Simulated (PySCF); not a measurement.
An unknown shows these calculated signals:

1H NMR (400 MHz, computed): δ 8.78 (d, 2H), 7.63 (d, 2H), 5.56 (q, 1H), 3.45 (d, 3H), 0.39 (br s, 2H).

13C{1H} NMR (computed): δ 155.1 (CH), 149.8 (C), 133.8 (CH).

PySCF calculation with GIAO PBE0/pcSseg-1 shieldings and structure optimised with PBE0-D3(BJ)/def2-SVP; non-relativistic Hamiltonian, rapidly exchanging positions averaged, in vacuum, single conformer.

Scale: 1H (σ = 31.27 ppm), 13C (σ = 184.41 ppm) against TMS (reference shieldings calculated alike).

Question: Which of these does the molecule contain: an S-methyl group, a tert-butyl group, a heteroaromatic ring, an NH or NH2 group, a ketone, a Si–H bond?

Answer: 
- An S-methyl group: no.
- A tert-butyl group: no.
- A heteroaromatic ring: yes.
- An NH or NH2 group: yes (δH 0.39 (br s)).
- A ketone: no.
- A Si–H bond: yes (δH 5.56 (q)).

The data belong to `InChI=1S/C5H10N2Si2/c6-9(8)5-1-3-7-4-2-5/h1-4,9H,6H2,8H3/t9-/m0/s1`; they needn't prove each group on their own.

Carbon signals by region: 3 in the sp2 and nitrile region (100–160 ppm).

OH/NH shifts are gas-phase values; hydrogen bonding in solution moves them, usually downfield. Shifts are as computed. Against solution values, carbons near 30 ppm lie about +2 ppm off and those near 130 ppm about +5 ppm. Of 1211 compounds with measured shifts, 218 miss one by over three times the rms of a fit or turn the order of signals round; such compounds aren't used in these exercises. Multiplicities follow the n + 1 count of equivalent neighbours, as no J values were calculated; m marks all less simple cases, F and P coupling included.
